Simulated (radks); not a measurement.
Q: The lithium anion Li-, [He] 2s2, held by a Watson sphere: a shell of charge +1.08 at radius R that stands for the Madelung well of a crystal (potential energy -1.08/R inside, -1.08/r outside, in hartree with lengths in bohr). Method: non-relativistic Kohn-Sham, PBE, spin-polarised, spherical densities, point nucleus; computed with a radial shooting solver on a logarithmic mesh with Libxc functionals. Response by self-consistent Sternheimer equations with the Hartree and adiabatic LDA kernel. The sphere does not respond.

R (bohr)  e(1s) (eV)  e(2s) (eV)  <r> 2s (bohr)  sum of <r^2> (bohr^2)  X-ray form factor at sin(theta)/lambda = 0.2 1/angstrom  alpha (bohr^3)
1.7          -55.908      -5.335          3.051                  22.93                                                    1.786           71.74
2.59         -52.223      -4.872          3.354                  27.21                                                    1.721           93.32
3.41         -51.205      -4.373          3.669                  32.25                                                    1.698           125.1
3.66         -51.046      -4.225          3.763                  33.88                                                    1.698           136.7
3.73         -51.008      -4.184          3.789                  34.34                                                    1.698           140.1
3.77         -50.988      -4.161          3.804                  34.60                                                    1.698           142.0

Estimate the row for R = 2.69 bohr.

A: e(1s) (eV) -52.034; e(2s) (eV) -4.812; <r> 2s (bohr) 3.392; sum of <r^2> (bohr^2) 27.78; X-ray form factor at sin(theta)/lambda = 0.2 1/angstrom 1.717; alpha (bohr^3) 96.63.
